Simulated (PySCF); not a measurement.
# How the method changes the shape and vibrations of AlBClH3N cation

All numbers below are calculated, not measured. The program is PySCF 2.14.0, an open-source quantum chemistry code, run on an isolated molecule that a program drew, which may never have been made. The molecule is AlBClH3N cation (charge +1, singlet), drawn as the SMILES string `[BH+][NH][AlH][Cl]`.

The geometry was optimised and harmonic frequencies were computed with HF and MP2, all in the cc-pV(D+d)Z basis, for the commonest isotopes, with a restricted reference for singlets and an unrestricted one otherwise, and a frozen core in MP2. Each result is a local minimum of its method.

Geometry at the HF minimum:
```xyz
7
AlBClH3N cation, angstrom
B    -0.1474    0.5334    2.7854
N    -0.3084    0.9772    1.5684
Al   -1.5325    0.2267    0.3050
Cl   -2.4863   -1.3535    1.2378
H    -0.0245    0.1137    3.8708
H     0.2485    1.7709    1.2684
H    -1.5747    0.8988   -1.0814
```

Lengths of the bonds as drawn, in Å (atoms numbered as above):
| bond | HF | MP2 |
|---|---|---|
| B1-N2 | 1.305 | 1.319 |
| N2-Al3 | 1.913 | 1.939 |
| Al3-Cl4 | 2.068 | 2.069 |
| B1-H5 | 1.170 | 1.180 |
| N2-H6 | 1.015 | 1.029 |
| Al3-H7 | 1.541 | 1.545 |

Rotational constants, in GHz:
```
constant     HF    MP2
       A  8.061    7.8
       B  3.113  3.239
       C  2.246  2.289
```

Harmonic frequencies in cm^-1, each column in rising order, so a row needn't be the same motion in every method:
```
rank,HF,MP2
1,98,81
2,153,138
3,310,282
4,453,437
5,540,519
6,580,549
7,589,564
8,628,598
9,838,762
10,838,791
11,1115,989
12,1616,?
13,2162,2121
14,3002,2916
15,3681,3532
```

**Estimate the missing MP2 frequency from the HF column.**

A single factor s that minimises the squared misfit of MP2 against s times HF over the other rows is sum(HF x MP2) / sum(HF^2) = 0.9613, with an rms misfit of 30 cm^-1. For rank 12 it gives 0.9613 x 1616 = 1553 cm^-1. The calculation gives 1551 cm^-1, 2 cm^-1 below the estimate. The drawn bonds are on average 0.8 % longer in MP2 than in HF.
